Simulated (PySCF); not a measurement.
## C₆ coefficients of unlike pairs at r2SCAN0

Calculated with PySCF 2.14 from the dipole response of each species, C₆(A,B) = (3/π) ∫ α_A(iu) α_B(iu) du, in atomic units, from isotropic polarisabilities. For ions this is the dispersion term alone; charge-induced terms of lower order in 1/R come first.

| species | configuration | basis | relativity | α (bohr³) | C₆ (like pair) |
| --- | --- | --- | --- | --- | --- |
| F³⁺ | [He] 2s2 2p2 (3P) | aug-cc-pwCVTZ (7s6p4d2f) | none | 0.9641 | 0.8827 |
| Te²⁺ | [Kr] 4d10 5s2 5p2 (3P) | x2c-QZVPPall with one added diffuse shell each of s, p, d, f type (14s10p8d5f1g) | spin-free X2C | 15.03 | 103.6 |
| Mn³⁺ | [Ar] 3d4 (5D) | def2-TZVPPD (6s6p4d2f1g) | none | 1.768 | 4.363 |
| Re²⁺ | [Xe] 4f14 5d5 (6S) | aug-cc-pVQZ-PP with ECP60MDF (7s7p6d4f3g2h) | core potential | 11.66 | 72.61 |

Task: Estimate C₆ for Mn³⁺ with Te²⁺.

Result: The integral gives 18.92. The combination rule 2 C_A C_B / (C_A α_B/α_A + C_B α_A/α_B) gives 18.35 and the geometric mean 21.26.

No spin-orbit coupling is included.

The other pairs:

```json
{"pair": "Mn³⁺, F³⁺", "C₆": "1.942"}
{"pair": "Re²⁺, Te²⁺", "C₆": "86.24"}
{"pair": "Re²⁺, Mn³⁺", "C₆": "16.49"}
{"pair": "Te²⁺, F³⁺", "C₆": "9.036"}
{"pair": "Re²⁺, F³⁺", "C₆": "7.768"}
```
